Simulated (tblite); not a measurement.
Compound: C₄H₆ClNO.
SMILES with atom numbers: `[CH2:1]=[N:2]/[C:3](=[CH:4]/[Cl:5])[O:6][CH3:7]` (hydrogens: H8, H9 on C1; H10 on C4; H11, H12, H13 on C7)

Geometry (GFN2-xTB, Å), atoms numbered from 1 in this order:
```
atom  x, y, z in Å
C1     1.9703   -0.6942    1.0530
N2     1.0634    0.1790    1.1617
C3     0.0449    0.3081    0.2328
C4    -0.8200    1.2898    0.5404
Cl5   -2.2238    1.8027   -0.3059
O6     0.0881   -0.5550   -0.8099
C7    -0.8887   -0.5037   -1.8265
H8     2.0493   -1.4203    0.2459
H9     2.7238   -0.7181    1.8261
H10   -0.6315    1.8445    1.4440
H11   -0.6058   -1.2817   -2.5350
H12   -1.8858   -0.7145   -1.4343
H13   -0.8884    0.4639   -2.3325
```

Computed values, GFN2-xTB/tblite, gas phase, harmonic and unscaled. Errors from tens to a few hundred cm⁻¹ against measured bands are possible. One conformer, not necessarily the lowest.

Harmonic wavenumbers (cm⁻¹): 53.8, 83.9, 190.6, 230.3, 236.0, 241.2, 305.2, 422.5, 457.5, 604.2, 727.5, 746.9, 776.9, 901.7, 958.0, 1059.1, 1116.4, 1123.6, 1164.3, 1177.5, 1256.6, 1399.8, 1407.8, 1466.8, 1475.4, 1621.4, 1690.4, 2965.8, 2972.0, 2978.7, 3016.9, 3079.2, 3107.9.

A = 3986, B = 1429, C = 1059 MHz; mass 119.014 u (most abundant isotopes); point group Cs, symmetry number 1.

Task: What is the zero-point energy?

Result: Half the sum of the wavenumbers: 20508 cm⁻¹ = 245.33 kJ/mol.

Task: Give the ideal-gas entropy at 273.15 K and 1 bar in the rigid-rotor, harmonic-oscillator model (classical rotation).

Result: Translation 166.64, rotation 117.60, vibration 80.56: S = 364.8 J/(mol K).

Task: And Cp and H(273.15 K) − H(0)?

Result: Cp = 117.10 J/(mol K), of which vibrations give 83.84 (their classical limit is 33 R = 274.4); H(273.15 K) − H(0) = 20.93 kJ/mol without the zero-point energy, 11.85 from vibrations.

Task: What must be added to the electronic energy to get the Gibbs energy at 273.15 K and 1 bar?

Result: ZPE + [H(273.15 K) − H(0)] − T·S = 245.33 + 20.93 − 99.64 = 166.62 kJ/mol.

Task: Blend soft modes into free rotors: weight 1/[1 + (100 cm⁻¹/ν̃)⁴] for the oscillator and the rest for a rotor with moment μB/(μ + B), μ = h/(8π²ν), B = 10⁻⁴⁴ kg m². What vibrational entropy results?

Result: 74.49 J/(mol K) in place of 80.56, which changes −T·S at 273.15 K by +1.66 kJ/mol.

Hindered rotation and anharmonicity are outside this model. Other conformers, if any are populated, would add a mixing term that is left out.
